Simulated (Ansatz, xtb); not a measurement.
**Relative energy of two isomers of C6H5NO**

We compare X, `C#C/C=C(/O)CC#N`, a singlet, with Y, `C#CCC(=O)CC#N`, a singlet. Both are isolated molecules in the gas phase, relaxed with PBE-D3(BJ)/def2-SVP; the shapes shown needn't be the lowest conformers.

X (Å):

```json
{"atom": "C", "x (Å)": "-2.7654", "y (Å)": "0.9740", "z (Å)": "-0.2799"}
{"atom": "C", "x (Å)": "-1.6168", "y (Å)": "0.5527", "z (Å)": "-0.3975"}
{"atom": "C", "x (Å)": "-0.2964", "y (Å)": "0.0636", "z (Å)": "-0.5345"}
{"atom": "C", "x (Å)": "0.7895", "y (Å)": "0.8739", "z (Å)": "-0.6982"}
{"atom": "C", "x (Å)": "0.6545", "y (Å)": "2.3913", "z (Å)": "-0.7234"}
{"atom": "C", "x (Å)": "1.7747", "y (Å)": "3.0271", "z (Å)": "-1.4111"}
{"atom": "N", "x (Å)": "2.7272", "y (Å)": "3.4594", "z (Å)": "-1.9398"}
{"atom": "O", "x (Å)": "2.0281", "y (Å)": "0.3436", "z (Å)": "-0.7859"}
{"atom": "H", "x (Å)": "-3.7785", "y (Å)": "1.3351", "z (Å)": "-0.1754"}
{"atom": "H", "x (Å)": "-0.1170", "y (Å)": "-1.0234", "z (Å)": "-0.4969"}
{"atom": "H", "x (Å)": "2.6655", "y (Å)": "1.0373", "z (Å)": "-1.0574"}
{"atom": "H", "x (Å)": "0.6123", "y (Å)": "2.7859", "z (Å)": "0.3171"}
{"atom": "H", "x (Å)": "-0.3080", "y (Å)": "2.6736", "z (Å)": "-1.1980"}
```

Y (Å):

```xyz
13

C    -2.0311   -1.3472   -0.6158
C    -1.4822   -0.6769    0.2463
C    -0.8461    0.1638    1.2527
C    -0.9619    1.6705    0.9701
C    -0.6663    2.1333   -0.4758
C     0.5285    1.5345   -1.0594
N     1.5042    1.0474   -1.4870
O    -1.2793    2.4676    1.8244
H    -2.5052   -1.9566   -1.3726
H    -1.2658   -0.0089    2.2645
H     0.2432   -0.0700    1.3015
H    -1.5467    1.8535   -1.0958
H    -0.5891    3.2383   -0.4638
```

Q: Which of the two would you expect CCSD(T)/def2-SVP + ΔMP2/def2-TZVPP electronic energies to favour?

A: Structure Y; the calculation gives E(Y) − E(X) = −0.280 eV.

The same difference at several levels:

| level | geometry | E(Y) − E(X) (eV) | departure from the last row (eV) | job, with rough time for the two |
| --- | --- | --- | --- | --- |
| PBE-D3(BJ)/def2-SVP | PBE-D3(BJ)/def2-SVP | −0.176 | +0.104 | optimisation, 32 s |
| HF/def2-SVP | PBE-D3(BJ)/def2-SVP | −0.480 | −0.200 | part of the CCSD(T) run |
| MP2/def2-SVP | PBE-D3(BJ)/def2-SVP | −0.396 | −0.116 | part of the CCSD(T) run |
| CCSD(T)/def2-SVP | PBE-D3(BJ)/def2-SVP | −0.408 | −0.127 | single point |
| CCSD(T)/def2-SVP + ΔMP2/def2-TZVPP | PBE-D3(BJ)/def2-SVP | −0.280 |  | single point, 51 s |

As drawn, Y has 1 C–C, 1 C=O, 1 C–H in place of 1 C=C, 1 C–O, 1 O–H.

The levels shown agree on the order. The largest departure from CCSD(T)/def2-SVP + ΔMP2/def2-TZVPP is that of HF/def2-SVP, 0.200 eV. Levels run at GFN2-xTB geometries aren't shown. The last row adds to CCSD(T) the change of the MP2 difference between the two basis sets, here +0.127 eV.

With thermal terms from frequencies at re-optimised GFN2-xTB minima (ideal gas, soft modes damped towards free rotors, one conformer each, 298.15 K, 1 atm): on the last row, ΔE + ΔZPE = −0.267, ΔH = −0.271, ΔG = −0.275 eV.

The correlated steps freeze 8 core orbitals. Codes used: Ansatz 0.2.0, xtb 6.7.1; the last row on 2 threads of Intel(R) Xeon(R) 6975P-C (Granite Rapids) on a shared host.
